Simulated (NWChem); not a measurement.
System: SnH$_{2}$O, singlet; SMILES [OH][SnH]

All runs: NWChem. Medium grid unless said otherwise, to which SCAN and Minnesota functionals are sensitive. Low-valent species are run as closed-shell singlets; no triplet was tried in these runs. Structure relaxed at the PBE0/def2-SVP level. def2 effective core potentials on Sn; no spin-orbit coupling. Hybrids' shares of exact exchange are those that their runs print; pure functionals count as 0. The functionals differ in more than this share.

```
row               share of exact exchange  orbital gap (eV)
----------------  -----------------------  ----------------
PBE/def2-SVP                         0.00              2.66
r2SCAN/def2-SVP                      0.00              3.02
B3LYP/def2-SVP                       0.20              4.02
r2SCAN0/def2-SVP                     0.25          withheld
MPW1K/def2-SVP                       0.43              5.67
```

Q: Fit a straight line of the last column on the one before it, predict the withheld value, and compare with the run.

A: 
1. Means of the 4 shown rows: x = 0.158, y = 3.842. Slope Σ(x − x̄)(y − ȳ)/Σ(x − x̄)² = 0.8213/0.1257 = 6.535; intercept 2.813.
2. The shown rows scatter about the line by 0.140 (root mean square); the largest residual is +0.21, at r2SCAN/def2-SVP.
3. At x = 0.25 (r2SCAN0/def2-SVP; inside the shown range) the line gives 4.45.
4. The run gives 4.64, +0.19 from the line, 1.4 times the scatter.
